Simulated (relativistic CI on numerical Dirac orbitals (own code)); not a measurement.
**Fe⁺ in a cubic cluster: L2,3 absorption with charge transfer**

Computed with a charge-transfer multiplet model of a cubic metal-ligand cluster with up to 3 ligand holes, Slater and spin-orbit integrals from Dirac-Coulomb-Breit ions, Slater integrals scaled by 0.7. The ground state mixes d7 with configurations of k ligand holes L, whose averages lie at kΔ + k(k − 1)U_dd/2; a core hole lowers each added d electron by U_cd. 20 K, Lorentzian 0.4 eV and Gaussian 0.3 eV FWHM.

Atomic integrals in eV (Slater integrals scaled, ζ unscaled), ground: F2dd 6.782, F4dd 4.176, zeta_d 0.042; with the core hole: F2dd 7.386, F4dd 4.556, zeta_d 0.059, zeta_core 8.141, F2cd 4.321, G1cd 3.173, G3cd 1.802.

Cluster parameters (eV): Δ = 6, U_dd = 6.9, 10Dq = 0.55, 10Dq(ligand) = 1.2, V(eg) = 1.85, V(t2g) = -0.85, final-state hopping factor = 0.9.

```csv
Case,n_d,d7,d8L,d9L2,d10L3,S
U_cd = 7.3 eV,7.12,0.88,0.12,0.00,0.00,1.50
U_cd = 7.9 eV,7.12,0.88,0.12,0.00,0.00,1.50
U_cd = 8.5 eV,7.12,0.88,0.12,0.00,0.00,1.50
U_cd = 9.7 eV,7.12,0.88,0.12,0.00,0.00,1.50
U_cd = 10.3 eV,7.12,0.88,0.12,0.00,0.00,1.50
```

Weights, n_d and S are thermal averages at 20 K. Photon energies count from the first peak over 30 % of the highest in each spectrum, which can be another peak from case to case. The parameters are a model scan and need not match a compound or its usual spin state. Peaks in eV (height, largest 100):
- U_cd = 7.3 eV: 0.0 (58), 0.9 (100), 1.3 (96), 2.2 (96), 14.4 (34)
- U_cd = 7.9 eV: 0.0 (60), 0.9 (100), 1.3 (97), 2.2 (97), 14.3 (33)
- U_cd = 8.5 eV: 0.0 (61), 0.9 (100), 1.3 (98), 2.2 (99), 14.4 (32)
- U_cd = 9.7 eV: 0.0 (63), 1.0 (100), 2.2 (100), 6.6 (5), 14.6 (31)
- U_cd = 10.3 eV: 0.0 (64), 1.1 (100), 2.2 (98), 6.2 (9), 13.9 (23), 14.7 (31)

Curve for U_cd = 10.3 eV (points under 2 left out, the grid thinned):

(E (eV), Intensity): (-1.8, 2.2), (-1.5, 2.8), (-1.2, 3.9), (-0.9, 6.1), (-0.6, 11.6), (-0.3, 31.7), (0.0, 63.7), (0.3, 42.5), (0.5, 42.8), (0.8, 78.8), (1.1, 100.0), (1.4, 92.5), (1.7, 61.2), (2.0, 82.1), (2.3, 88.7), (2.6, 45.1), (2.9, 28.3), (3.2, 18.5), (3.5, 12.2), (3.8, 8.2), (4.1, 6.1), (4.4, 4.8), (4.6, 4.3), (4.9, 4.3), (5.2, 3.8), (5.5, 4.1), (5.8, 5.5), (6.1, 8.2), (6.4, 7.6), (6.7, 4.3), (7.0, 2.7), (7.3, 2.7), (7.6, 2.2), (12.9, 3.6), (13.2, 5.4), (13.5, 12.7), (13.8, 23.2), (14.0, 23.3), (14.3, 25.7), (14.6, 30.8), (14.9, 22.1), (15.2, 11.4), (15.5, 7.5), (15.8, 3.7), (16.1, 2.0)

For the case U_cd = 8.5 eV, Δ = 6 eV is smaller than U_dd = 6.9 eV, the charge-transfer side of the Zaanen-Sawatzky-Allen scheme. With the core hole the configuration with one ligand hole lies at Δ + U_dd − U_cd = 5.6, 5.0, 4.4, 3.2, 2.6 eV from the one without, in the order of the table; where this is negative the screened configuration lies lower, though the effective hopping of about 2.4 eV (from the holes of the mixed ground state) mixes the two strongly wherever it is as large as the gap.
